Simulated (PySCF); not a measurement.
Structure from 2D NMR

Compound of formula C₇H₁₅P. Correlations simulated from computed shifts and the bond graph:

HSQC (one-bond C–H):
```
  δH     δC
9.13  204.9
2.45   26.3
2.18   57.9
1.08   32.8
```

COSY cross peaks (H two or three bonds apart, from the bond graph; peaks can be absent where the dihedral angle is near 90°):
```
  δH    δH
9.13  2.45
```

HMBC (two and three bonds, from the bond graph):
```
  δH                 δC
9.13         57.9, 26.3
2.45              204.9
2.18  204.9, 33.3, 32.8
1.08   57.9, 33.3, 32.8
```

Carbons without hydrogens: δ 33.3.

- GFN2-xTB structure
- shielding tensors at PBE0/pcSseg-1 (GIAO)
- run in PySCF
- a single conformation, rapidly exchanging positions averaged, in vacuum, no relativistic terms

Shifts are taken against calculated references (same method and geometry level): ¹H, ¹³C against TMS.

Exchangeable hydrogens are left out of these lists.

Task: Work out the connectivity.

Result: SMILES C/C=P/CC(C)(C)C.

Atom-mapped SMILES (the numbers label the heavy atoms): `[CH3:1]/[CH:2]=[P:3]/[CH2:4][C:5]([CH3:6])([CH3:7])[CH3:8]`. Each H is labelled by its parent atom.

1. δC 204.9 is C2, a carbon double-bonded to a heavier main-group atom (δH 9.13).
2. δC 57.9 is C4, an sp3 CH2 bonded to P (δH 2.18).
3. δC 33.3 is C5, a quaternary sp3 carbon.
4. δC 32.8 is C6/C7/C8, a methyl carbon (δH 1.08).
5. δC 26.3 is C1, a methyl carbon (δH 2.45).
6. HMBC from δH 2.18 reaches the proton-free carbon C5.
7. HMBC from δH 1.08 reaches the proton-free carbon C5.
8. COSY links 9.13–2.45.

This is the structure that produced the data.

Shifts are as computed. Against solution values, carbons near 30 ppm lie about +3 ppm off and those near 130 ppm about +5 ppm. Of 1211 compounds with measured shifts, 218 miss one by over three times the rms of a fit or turn the order of signals round; such compounds aren't used in these exercises.
